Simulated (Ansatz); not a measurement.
Species: C4H6BN, SMILES `BC(=C)CC#N` (charge 0, multiplicity 1), formula C$_{4}$H$_{6}$BN.

Q: How many basis functions does frozen-core CCSD(T)/cc-pVTZ // CAM-B3LYP-D3(BJ)/def2-TZVP run with Ansatz (a quantum-chemistry and plane-wave program) use, how many core orbitals are frozen, and how many electrons are correlated?

A: 264 basis functions and 6 frozen orbitals, which leaves 30 correlated electrons. Core time is of the order of minutes.
